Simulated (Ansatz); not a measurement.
C₂H₄ClFOSi (`F[C@H](Cl)[Si@@H]1CO1`) from Hartree–Fock to CCSD(T)

Z-matrix (Å, degrees):
```
C
Cl 1 1.770
Si 1 1.901 2 110.7
F 1 1.373 2 109.8 3 -121.4
H 1 1.093 2 106.3 3 122.7
C 3 1.800 1 121.7 2 25.3
O 3 1.651 1 117.8 2 -33.5
H 3 1.478 1 110.3 2 -173.4
H 6 1.088 3 121.9 1 158.9
H 6 1.087 3 121.4 1 -2.3
```

Charge 0, multiplicity 1. The geometry is a stationary point of PBE0-D4/def2-TZVP. It is one conformer, not always the lowest. Frozen core, restricted reference, the Gaussian-basis code of Ansatz. CBS rows extrapolate triple and quadruple zeta; past MP2 they add the triple-zeta difference.

```json
{"basis": "def2-SVP", "HF (Eh)": "-1000.30682", "MP2 corr.": "-0.86532"}
{"basis": "def2-TZVPP", "HF (Eh)": "-1000.88839", "MP2 corr.": "-1.12073"}
{"basis": "def2-QZVPP", "HF (Eh)": "-1000.92183", "MP2 corr.": "-1.21433"}
```

(1) Estimate the CCSD correlation energy and the (T) correction in each basis where they were run (hartree).

Answers

(1) 
```csv
basis,CCSD corr.,(T)
def2-SVP,-0.91194,-0.02508
def2-TZVPP,-1.16031,-0.04761
CBS(def2),-1.32324,as TZ
```
